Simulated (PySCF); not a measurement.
**Polarisability and C₆ of P³⁺ (phosphorus, charge +3)**

[Ne] 3s2, closed-shell 1S. Computed with PySCF 2.14 in def2-TZVPPD, with the non-relativistic Hamiltonian (point nucleus). Coupled (time-dependent) response in atomic units; α is the mean over directions.

```json
{"method": "UHF", "mean α (bohr³)": "7.163", "C₆ (like pair)": "18.76", "S(−4)": "32.05"}
{"method": "PBE", "mean α (bohr³)": "6.695", "C₆ (like pair)": "16.86", "S(−4)": "28.54"}
{"method": "PBE0", "mean α (bohr³)": "6.837", "C₆ (like pair)": "17.42", "S(−4)": "29.65"}
{"method": "TPSSh", "mean α (bohr³)": "7.022", "C₆ (like pair)": "18.22", "S(−4)": "30.92"}
{"method": "r2SCAN0", "mean α (bohr³)": "6.974", "C₆ (like pair)": "18.27", "S(−4)": "29.75"}
```

S(−4) is the Cauchy moment in α(ω) = α(0) + S(−4) ω² + …

α(iu) at PBE0:

```json
{"u (hartree)": "0", "α(iu) (bohr³)": "6.837"}
{"u (hartree)": "0.0500", "α(iu) (bohr³)": "6.764"}
{"u (hartree)": "0.100", "α(iu) (bohr³)": "6.553"}
{"u (hartree)": "0.200", "α(iu) (bohr³)": "5.831"}
{"u (hartree)": "0.300", "α(iu) (bohr³)": "4.933"}
{"u (hartree)": "0.500", "α(iu) (bohr³)": "3.332"}
{"u (hartree)": "0.750", "α(iu) (bohr³)": "2.079"}
{"u (hartree)": "1.00", "α(iu) (bohr³)": "1.394"}
{"u (hartree)": "1.50", "α(iu) (bohr³)": "0.7605"}
{"u (hartree)": "2.00", "α(iu) (bohr³)": "0.4945"}
{"u (hartree)": "3.00", "α(iu) (bohr³)": "0.2782"}
{"u (hartree)": "5.00", "α(iu) (bohr³)": "0.1435"}
```

A single London oscillator, α(iu) = α/(1 + u²/ω²), gives C₆ = (3/4) ω α². Matching the computed C₆ needs ω = 4 × 17.42 / (3 × 6.837²) = 0.497 hartree.

For an ion, C₆ is the dispersion term alone; charge-induced terms of lower order in 1/R come first.
